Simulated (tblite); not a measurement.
A geometry optimisation, step by step.

C₅H₇F₃N (doublet state).
Bonds: C1–C2, C2–N3, N3–C4, C4–C5, C5–F6, C5–C7 (double), C7–F8, C7–F9. Hydrogens: H10, H11, H12 on C1; H13, H14 on C2; H15 on N3; H16 on C4.
Bond orders are those of one Lewis drawing.

Computed with GFN2-xTB (tblite), gas phase: L-BFGS steps from a force-field or distance-geometry start until the largest atomic force falls under 0.01 eV/Å. 9 of its 122 geometries are shown.

Step 0: E = -851.9315 eV, largest atomic force 3.225 eV/Å
```
atom  x, y, z in Å  |  force x, y, z in eV/Å
C1     -2.781   -0.091    0.197   -0.910   0.213   0.158
C2     -1.442   -0.503   -0.368    0.125   0.026   0.875
N3     -0.417    0.478    0.000    2.417  -1.567  -1.451
C4      0.903    0.123   -0.531   -0.916   1.394   2.665
C5      2.084    0.418    0.252   -2.922  -0.297  -1.274
F6      1.890    0.958    1.469    0.073   0.031   0.116
C7      3.334    0.197   -0.179    0.985   0.127   0.348
F8      3.572   -0.346   -1.385    0.468   0.255   0.622
F9      4.382    0.504    0.624   -0.090  -0.454  -1.006
H10    -3.558   -0.825   -0.070    0.351   0.224   0.058
H11    -3.102    0.881   -0.204    0.206  -0.304   0.141
H12    -2.769   -0.021    1.292    0.120  -0.005  -0.303
H13    -1.523   -0.599   -1.438    0.199   0.135  -0.460
H14    -1.169   -1.492    0.045   -0.071   0.088  -0.127
H15    -0.417    0.661    1.006    0.212   0.038  -0.425
H16     1.008   -0.334   -1.494   -0.247   0.094   0.064
```

Step 15: E = -852.3708 eV, largest atomic force 0.095 eV/Å
```
atom  x, y, z in Å  |  force x, y, z in eV/Å
C1     -2.784   -0.076    0.201   -0.012   0.008  -0.004
C2     -1.453   -0.547   -0.358    0.063   0.014   0.000
N3     -0.375    0.342    0.016    0.048   0.081  -0.010
C4      0.881    0.128   -0.471   -0.012  -0.050   0.002
C5      2.031    0.435    0.240   -0.044   0.009   0.002
F6      1.870    0.974    1.479    0.011   0.015   0.035
C7      3.323    0.236   -0.171   -0.033   0.021  -0.006
F8      3.617   -0.323   -1.351    0.029   0.003  -0.022
F9      4.416    0.482    0.550    0.002   0.025  -0.022
H10    -3.556   -0.792   -0.064   -0.045   0.015  -0.010
H11    -3.055    0.895   -0.205    0.024   0.024   0.022
H12    -2.742   -0.008    1.286    0.009   0.026  -0.017
H13    -1.485   -0.583   -1.450   -0.037  -0.014  -0.030
H14    -1.246   -1.562    0.008   -0.023  -0.083   0.002
H15    -0.413    0.711    0.958   -0.006  -0.070   0.016
H16     0.965   -0.304   -1.454    0.027  -0.024   0.040
```

Step 30: E = -852.3925 eV, largest atomic force 0.091 eV/Å
```
atom  x, y, z in Å  |  force x, y, z in eV/Å
C1     -2.767   -0.021    0.184   -0.050   0.006   0.024
C2     -1.474   -0.591   -0.379   -0.062   0.003   0.033
N3     -0.361    0.222    0.052   -0.044  -0.017   0.011
C4      0.900    0.033   -0.426   -0.052  -0.066   0.034
C5      2.033    0.437    0.265   -0.023  -0.024  -0.038
F6      1.858    1.003    1.490    0.000   0.001  -0.003
C7      3.321    0.318   -0.185    0.022  -0.011  -0.021
F8      3.601   -0.247   -1.367    0.027  -0.023  -0.063
F9      4.430    0.631    0.481   -0.001   0.053   0.052
H10    -3.611   -0.648   -0.090    0.023  -0.001  -0.045
H11    -2.942    0.983   -0.194    0.024  -0.020   0.016
H12    -2.716    0.017    1.270   -0.017   0.022   0.004
H13    -1.508   -0.599   -1.472    0.073   0.030   0.029
H14    -1.354   -1.631   -0.038    0.009   0.004  -0.010
H15    -0.419    0.547    1.009    0.039   0.013  -0.021
H16     1.003   -0.444   -1.385    0.032   0.032  -0.001
```

Step 45: E = -852.4032 eV, largest atomic force 0.028 eV/Å
```
atom  x, y, z in Å  |  force x, y, z in eV/Å
C1     -2.770    0.017    0.174    0.007  -0.007  -0.006
C2     -1.492   -0.611   -0.361    0.001  -0.002  -0.002
N3     -0.346    0.124    0.109    0.006   0.011   0.007
C4      0.903   -0.053   -0.399   -0.001  -0.010  -0.001
C5      2.037    0.412    0.249    0.004  -0.002   0.010
F6      1.863    0.991    1.471    0.000  -0.001  -0.015
C7      3.327    0.348   -0.207   -0.005   0.004  -0.001
F8      3.648   -0.201   -1.388   -0.003   0.013   0.025
F9      4.402    0.790    0.446    0.004  -0.014  -0.024
H10    -3.631   -0.552   -0.161   -0.016   0.002  -0.008
H11    -2.868    1.039   -0.180    0.003   0.016   0.007
H12    -2.764    0.023    1.262   -0.007  -0.007  -0.008
H13    -1.486   -0.583   -1.455    0.004  -0.021  -0.001
H14    -1.439   -1.666   -0.050    0.001   0.006   0.012
H15    -0.390    0.464    1.060   -0.007  -0.001   0.022
H16     0.998   -0.531   -1.357    0.009   0.014  -0.018
```

Step 60: E = -852.4060 eV, largest atomic force 0.025 eV/Å
```
atom  x, y, z in Å  |  force x, y, z in eV/Å
C1     -2.771    0.030    0.155    0.007  -0.004   0.001
C2     -1.492   -0.632   -0.337    0.013   0.005   0.001
N3     -0.344    0.099    0.136    0.011  -0.003   0.012
C4      0.901   -0.051   -0.393   -0.006  -0.003   0.002
C5      2.038    0.415    0.249   -0.007   0.007   0.004
F6      1.877    0.985    1.475   -0.023   0.000   0.011
C7      3.323    0.366   -0.224   -0.006  -0.009  -0.011
F8      3.636   -0.193   -1.400    0.007   0.005  -0.024
F9      4.403    0.817    0.414    0.012  -0.005   0.002
H10    -3.638   -0.488   -0.244    0.002  -0.015  -0.006
H11    -2.812    1.068   -0.163    0.020   0.001  -0.009
H12    -2.820   -0.004    1.241   -0.009   0.015   0.005
H13    -1.460   -0.639   -1.430   -0.006   0.001   0.003
H14    -1.466   -1.677    0.009    0.011   0.006  -0.003
H15    -0.376    0.414    1.095   -0.020  -0.002   0.007
H16     0.992   -0.500   -1.367   -0.007  -0.001   0.005
```

Step 76: E = -852.4073 eV, largest atomic force 0.030 eV/Å
```
atom  x, y, z in Å  |  force x, y, z in eV/Å
C1     -2.767    0.040    0.138    0.009  -0.001   0.002
C2     -1.487   -0.645   -0.321    0.004  -0.005  -0.007
N3     -0.342    0.079    0.164    0.001   0.004   0.009
C4      0.898   -0.056   -0.379   -0.013   0.003   0.000
C5      2.037    0.416    0.254   -0.006  -0.001  -0.006
F6      1.882    0.976    1.486   -0.001  -0.016   0.005
C7      3.316    0.375   -0.235    0.000   0.004  -0.008
F8      3.610   -0.155   -1.431    0.008  -0.005  -0.013
F9      4.404    0.819    0.392    0.019   0.007   0.005
H10    -3.633   -0.462   -0.285    0.008   0.002   0.009
H11    -2.772    1.078   -0.182   -0.015  -0.005  -0.008
H12    -2.845    0.010    1.223   -0.014   0.006  -0.003
H13    -1.436   -0.663   -1.413   -0.007   0.001  -0.013
H14    -1.474   -1.687    0.034   -0.016  -0.006   0.012
H15    -0.374    0.382    1.127   -0.005   0.002   0.006
H16     0.975   -0.497   -1.357    0.026   0.009   0.011
```

Step 91: E = -852.4091 eV, largest atomic force 0.016 eV/Å
```
atom  x, y, z in Å  |  force x, y, z in eV/Å
C1     -2.772    0.052    0.105   -0.002   0.003   0.002
C2     -1.484   -0.657   -0.293   -0.005   0.002   0.005
N3     -0.339    0.062    0.203    0.000   0.002  -0.002
C4      0.896   -0.050   -0.354   -0.002   0.004  -0.006
C5      2.047    0.405    0.270   -0.003   0.001  -0.002
F6      1.923    0.915    1.526   -0.009  -0.009   0.003
C7      3.311    0.397   -0.261   -0.003  -0.004   0.003
F8      3.570   -0.084   -1.485    0.005  -0.001   0.003
F9      4.421    0.801    0.357   -0.005   0.006  -0.001
H10    -3.624   -0.465   -0.326   -0.002   0.013   0.007
H11    -2.767    1.078   -0.253    0.003  -0.011  -0.011
H12    -2.888    0.062    1.187    0.015  -0.001   0.000
H13    -1.403   -0.706   -1.382    0.006  -0.004   0.009
H14    -1.499   -1.688    0.093    0.003   0.000   0.000
H15    -0.368    0.348    1.172   -0.001  -0.004   0.000
H16     0.967   -0.462   -1.345    0.000   0.004  -0.007
```

Step 106: E = -852.4107 eV, largest atomic force 0.028 eV/Å
```
atom  x, y, z in Å  |  force x, y, z in eV/Å
C1     -2.759    0.081    0.072   -0.002  -0.015  -0.004
C2     -1.486   -0.686   -0.265    0.006  -0.007  -0.002
N3     -0.334    0.010    0.241    0.005  -0.005   0.000
C4      0.891   -0.056   -0.345   -0.005   0.003  -0.005
C5      2.046    0.387    0.280    0.004  -0.015  -0.002
F6      1.939    0.824    1.565   -0.008   0.016   0.006
C7      3.300    0.418   -0.272   -0.009   0.008   0.005
F8      3.536    0.006   -1.525    0.017   0.000  -0.022
F9      4.410    0.844    0.328    0.004  -0.007   0.012
H10    -3.623   -0.434   -0.337   -0.007  -0.001  -0.011
H11    -2.719    1.084   -0.346    0.004  -0.004   0.000
H12    -2.885    0.159    1.149    0.012   0.005   0.006
H13    -1.373   -0.778   -1.348   -0.016   0.013  -0.007
H14    -1.546   -1.702    0.153   -0.012   0.008   0.019
H15    -0.352    0.268    1.218    0.006  -0.003   0.005
H16     0.948   -0.416   -1.357    0.001   0.004  -0.001
```

Step 121: E = -852.4114 eV, largest atomic force 0.009 eV/Å
```
atom  x, y, z in Å  |  force x, y, z in eV/Å
C1     -2.742    0.111    0.044    0.005  -0.002  -0.001
C2     -1.494   -0.718   -0.238    0.002  -0.001   0.003
N3     -0.325   -0.062    0.280   -0.003   0.004   0.005
C4      0.884   -0.067   -0.340   -0.002   0.000  -0.002
C5      2.042    0.376    0.280   -0.002  -0.002  -0.001
F6      1.946    0.769    1.581   -0.002   0.000   0.004
C7      3.287    0.457   -0.287    0.000   0.003  -0.005
F8      3.519    0.097   -1.558   -0.001  -0.001  -0.003
F9      4.397    0.873    0.320    0.000   0.000   0.006
H10    -3.619   -0.386   -0.360    0.000  -0.001  -0.001
H11    -2.653    1.093   -0.414   -0.003   0.008   0.002
H12    -2.880    0.238    1.115    0.000   0.002  -0.001
H13    -1.361   -0.845   -1.315   -0.003  -0.004   0.004
H14    -1.609   -1.716    0.211    0.004   0.000  -0.003
H15    -0.329    0.173    1.262    0.000  -0.001  -0.001
H16     0.927   -0.385   -1.366    0.004  -0.005  -0.007
```

**Question.** Summarise the path.

**Answer.** The energy falls by 11.07 kcal/mol from step 0 to step 121; nine tenths of that is first reached at step 10. It falls at every step. The largest force goes from 3.225 to 0.009 eV/Å. Among the bonds N3–C4 changes most, from 1.466 to 1.359 Å; the atoms move by 0.401 Å rms after alignment.

The cost below is that of the whole relaxation. Hardware: one thread, Arm Neoverse V2 (aarch64), on a shared host. Cost: 0.54 s wall.
